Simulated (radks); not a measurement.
The numbers below are computed, except where a source is named.
The scandium ion Sc2+ inside a hard spherical wall (all orbitals vanish at R), configuration held at [Ar] 3d1 and not refilled when levels cross. Level of theory: non-relativistic Kohn-Sham, PBEsol, spin-polarised, spherical densities, point nucleus; open shells are filled with parallel spins first (a radial shooting solver on a logarithmic mesh with Libxc functionals). Eigenvalues in eV for spin up, with the zero of energy where the potential of the charges vanishes at infinity; a dash marks a level that is unbound or too diffuse for the functional's potential to be trusted. A positive occupied level is held by the wall or, in an anion where self-interaction has pushed it up, behind a barrier. The pressure on the wall is -dE/dV.

\begin{tabular}{lrrrrrrrrr}
R (bohr) & E (hartree) & kinetic (hartree) & e(2p) & e(3s) & e(3p) & e(3d) & e(4s, empty) & e(4p, empty) & pressure (GPa) \\ \hline
free & -758.77829 & 757.989 & -402.86 & -69.966 & -49.200 & -18.374 & -15.809 & -11.740 & 0 \\
15 & -758.77829 & 757.989 & -402.86 & -69.966 & -49.200 & -18.374 & -15.809 & -11.740 & < 0.0001 \\
8 & -758.77828 & 757.989 & -402.86 & -69.964 & -49.198 & -18.372 & -15.791 & -11.655 & 0.000907 \\
7 & -758.77820 & 757.990 & -402.85 & -69.957 & -49.192 & -18.365 & -15.721 & -11.451 & 0.00766 \\
6 & -758.77775 & 757.994 & -402.82 & -69.927 & -49.162 & -18.327 & -15.429 & -10.820 & 0.0628 \\
5 & -758.77511 & 758.014 & -402.66 & -69.805 & -49.045 & -18.158 & -14.315 & -8.941 & 0.528 \\
2.5 & -758.10933 & 761.864 & -392.19 & -62.746 & -41.395 & -7.424 & 32.910 & 45.271 & 684 \\
2 & -756.02980 & 771.244 & -374.64 & -49.450 & -26.671 & 9.629 & 98.241 & 111.66 & 4700 \\
1.5 & -746.28861 & 804.676 & -328.94 & -1.811 & 23.555 & 58.777 & 286.14 & 292.19 & 41100 \\
\end{tabular}
